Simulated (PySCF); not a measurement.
## Dipole response of Mo (molybdenum, neutral)

[Kr] 4d5 5s1, high-spin 7S determinant. Computed with PySCF 2.14 in aug-cc-pwCVDZ-PP with ECP28MDF, with scalar relativity through the core potential. Coupled (time-dependent) response in atomic units; α is the mean over directions. A double-zeta set is small for polarisabilities.

```json
{"method": "UHF", "mean α (bohr³)": "107.1", "C₆ (like pair)": "1166", "S(−4)": "8091"}
{"method": "PBE", "mean α (bohr³)": "70.91", "C₆ (like pair)": "709.7", "S(−4)": "2990"}
{"method": "PBE0", "mean α (bohr³)": "75.84", "C₆ (like pair)": "769.4", "S(−4)": "3472"}
{"method": "PBEsol", "mean α (bohr³)": "69.24", "C₆ (like pair)": "691.6", "S(−4)": "2810"}
```

S(−4) is the Cauchy moment in α(ω) = α(0) + S(−4) ω² + …

Reference α: 87 ± 6 bohr³ (recommended; Schwerdtfeger and Nagle, table of static dipole polarizabilities (2023 update)). Published C₆: 1030 (Gould and Bucko (2016)).

Hartree-Fock lies above the reference because it lacks correlation, which contracts the outer shell.

α(iu) at PBEsol:

```json
{"u (hartree)": "0", "α(iu) (bohr³)": "69.24"}
{"u (hartree)": "0.0500", "α(iu) (bohr³)": "62.98"}
{"u (hartree)": "0.100", "α(iu) (bohr³)": "50.37"}
{"u (hartree)": "0.200", "α(iu) (bohr³)": "30.84"}
{"u (hartree)": "0.300", "α(iu) (bohr³)": "21.17"}
{"u (hartree)": "0.500", "α(iu) (bohr³)": "12.79"}
{"u (hartree)": "0.750", "α(iu) (bohr³)": "8.275"}
{"u (hartree)": "1.00", "α(iu) (bohr³)": "5.873"}
{"u (hartree)": "1.50", "α(iu) (bohr³)": "3.431"}
{"u (hartree)": "2.00", "α(iu) (bohr³)": "2.252"}
{"u (hartree)": "3.00", "α(iu) (bohr³)": "1.176"}
{"u (hartree)": "5.00", "α(iu) (bohr³)": "0.4769"}
```

Energies and moments cover only the electrons outside the core potential.
